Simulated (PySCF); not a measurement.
**Basis and Hamiltonian dependence of the excitation energy of N+**

N+ [He] 2s2 2p2 (3P) → N+ [He] 2s1 2p3 (5S). All values are computed (PySCF 2.14, energy differences of UHF-based or UKS calculations, no spin-orbit coupling). Values in eV.

```json
{"basis": "aug-cc-pVDZ-DK", "Hamiltonian": "spin-free X2C", "functions": "23", "UHF": "4.119", "r2SCAN": "5.150", "PBE0": "5.723", "MP2 (valence)": "5.113", "CCSD(T) (valence)": "5.623", "CCSD(T) (valence and next inner shell)": "n/a"}
{"basis": "aug-cc-pVDZ", "Hamiltonian": "non-relativistic", "functions": "23", "UHF": "4.090", "r2SCAN": "5.121", "PBE0": "5.694", "MP2 (valence)": "5.084", "CCSD(T) (valence)": "5.594", "CCSD(T) (valence and next inner shell)": "n/a"}
{"basis": "ANO-RCC-VTZP", "Hamiltonian": "spin-free X2C", "functions": "30", "UHF": "4.015", "r2SCAN": "5.069", "PBE0": "5.649", "MP2 (valence)": "5.212", "CCSD(T) (valence)": "5.679", "CCSD(T) (valence and next inner shell)": "5.662"}
{"basis": "x2c-TZVPPall", "Hamiltonian": "spin-free X2C", "functions": "31", "UHF": "4.023", "r2SCAN": "5.070", "PBE0": "5.652", "MP2 (valence)": "5.212", "CCSD(T) (valence)": "5.674", "CCSD(T) (valence and next inner shell)": "5.657"}
{"basis": "dyall-av2z", "Hamiltonian": "non-relativistic", "functions": "42", "UHF": "3.982", "r2SCAN": "5.035", "PBE0": "5.623", "MP2 (valence)": "5.074", "CCSD(T) (valence)": "5.566", "CCSD(T) (valence and next inner shell)": "n/a"}
{"basis": "aug-cc-pVTZ-DK", "Hamiltonian": "spin-free X2C", "functions": "46", "UHF": "4.044", "r2SCAN": "5.096", "PBE0": "5.680", "MP2 (valence)": "5.255", "CCSD(T) (valence)": "5.712", "CCSD(T) (valence and next inner shell)": "n/a"}
{"basis": "x2c-QZVPPall", "Hamiltonian": "spin-free X2C", "functions": "57", "UHF": "4.017", "r2SCAN": "5.081", "PBE0": "5.654", "MP2 (valence)": "5.317", "CCSD(T) (valence)": "5.748", "CCSD(T) (valence and next inner shell)": "5.717"}
{"basis": "aug-cc-pwCVTZ", "Hamiltonian": "non-relativistic", "functions": "59", "UHF": "4.012", "r2SCAN": "5.071", "PBE0": "5.651", "MP2 (valence)": "5.266", "CCSD(T) (valence)": "5.715", "CCSD(T) (valence and next inner shell)": "5.686"}
{"basis": "aug-cc-pCVTZ-DK", "Hamiltonian": "spin-free X2C", "functions": "59", "UHF": "4.042", "r2SCAN": "5.099", "PBE0": "5.681", "MP2 (valence)": "5.283", "CCSD(T) (valence)": "5.735", "CCSD(T) (valence and next inner shell)": "5.712"}
{"basis": "aug-cc-pVTZ with one added diffuse shell each of s, p, d, f type", "Hamiltonian": "non-relativistic", "functions": "62", "UHF": "4.015", "r2SCAN": "5.068", "PBE0": "5.651", "MP2 (valence)": "5.228", "CCSD(T) (valence)": "5.685", "CCSD(T) (valence and next inner shell)": "n/a"}
{"basis": "dyall-av3z", "Hamiltonian": "non-relativistic", "functions": "71", "UHF": "3.986", "r2SCAN": "5.040", "PBE0": "5.623", "MP2 (valence)": "5.252", "CCSD(T) (valence)": "5.702", "CCSD(T) (valence and next inner shell)": "n/a"}
{"basis": "aug-cc-pVQZ-DK", "Hamiltonian": "spin-free X2C", "functions": "80", "UHF": "4.023", "r2SCAN": "5.085", "PBE0": "5.663", "MP2 (valence)": "5.338", "CCSD(T) (valence)": "5.765", "CCSD(T) (valence and next inner shell)": "n/a"}
{"basis": "aug-cc-pCVQZ-DK", "Hamiltonian": "spin-free X2C", "functions": "109", "UHF": "4.023", "r2SCAN": "5.080", "PBE0": "5.660", "MP2 (valence)": "5.353", "CCSD(T) (valence)": "n/a", "CCSD(T) (valence and next inner shell)": "n/a"}
```

Frozen in the all-electron rows: valence: 1s2; valence and next inner shell: nothing.

Reference for a calculation without spin-orbit coupling: 5.790 eV (measured, between term centres; NIST).
